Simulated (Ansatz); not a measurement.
Program: Ansatz. Geometries: PBE0-D4/def2-TZVP. ΔE: electronic, gas phase. CBS: MP2 limit from def2 TZ/QZ plus the TZ coupled-cluster correction, frozen cores. This one scheme is used for every species. DFT in def2-TZVPP. B3LYP here is the variant with VWN-RPA as its local correlation; programs differ in this. Each species was taken in one conformer, which may not be the lowest.

Consider the ligand exchange at the Si–O bond: `C[SiH2]O[SiH3]` + `N=C=O` → `O=C=N[SiH3]` + `C[SiH2]O`.

`C[SiH2]O[SiH3]`:

```xyz
12

C     0.507    2.010   -0.716
Si    0.444    0.637    0.531
O    -0.306   -0.658   -0.138
Si   -0.812   -2.193    0.091
H     1.061    1.702   -1.607
H     1.005    2.886   -0.292
H    -0.499    2.305   -1.022
H    -0.307    1.062    1.744
H     1.818    0.241    0.948
H    -1.457   -2.662   -1.160
H    -1.793   -2.255    1.207
H     0.340   -3.076    0.415
```

`N=C=O`:

```xyz
4

N     0.224   -0.414    0.604
C     0.108    0.162   -0.451
O     0.123    0.664   -1.498
H    -0.454   -0.413    1.345
```

`O=C=N[SiH3]`:

Cartesian coordinates in Å:
```
O -0.104 2.978 0.545
C -0.064 1.832 0.335
N -0.023 0.662 0.120
Si 0.035 -1.014 -0.186
H -1.077 -1.375 -1.095
H -0.102 -1.741 1.098
H 1.335 -1.342 -0.818
```

`C[SiH2]O`:

Cartesian coordinates in Å:
```
C -0.526 0.350 -0.988
Si 0.074 0.075 0.754
O 0.820 -1.385 0.946
H -1.053 1.307 -1.060
H -1.215 -0.441 -1.294
H 0.304 0.374 -1.698
H -1.067 0.050 1.701
H 0.999 1.185 1.127
H 1.664 -1.515 0.512
```

| level | ΔE (kcal/mol) | difference from CCSD(T)/CBS |
| --- | --- | --- |
| r2SCAN-D4 | 4.9 | 0.1 |
| B97M-V | 5.4 | 0.6 |
| B3LYP-D4 | 5.0 | 0.2 |
| BHLYP-D4 | 5.1 | 0.3 |
| CAM-B3LYP-D4 | 5.0 | 0.2 |
| B2PLYP | 4.5 | -0.3 |
| BLYP | 4.2 | -0.6 |
| r2SCAN | 4.7 | -0.1 |
| B3LYP | 4.2 | -0.6 |
| r2SCAN0 | 4.3 | -0.5 |
| HF/def2-SVP | 2.2 | -2.6 |
| CCSD/def2-SVP | 3.6 | -1.2 |
| CCSD(T)/def2-TZVPP | 5.0 | 0.2 |
| HF/def2-QZVPP | 4.8 | 0.0 |
| MP2/def2-QZVPP | 4.3 | -0.5 |
| SCS-MP2/def2-QZVPP | 4.7 | -0.1 |
| CCSD(T)/CBS | 4.8 | 0 |

Largest T1 diagnostic among the species: 0.018.

The D4 term adds +0.8 kcal/mol with B3LYP and +0.5 kcal/mol with PBE0; it sums over pairs of atoms, weighted by their polarisabilities, and B3LYP, whose exchange is more repulsive, gets the larger term. At CCSD(T), def2-SVP lies −1.0 kcal/mol from the extrapolated value and def2-TZVPP +0.2 kcal/mol. Leaving LDA and LC-ωPBE aside and taking each functional with its dispersion term where it has one, the values, not all of them listed here, spread over 1.5 kcal/mol, from HSE06-D4 to B97M-V.
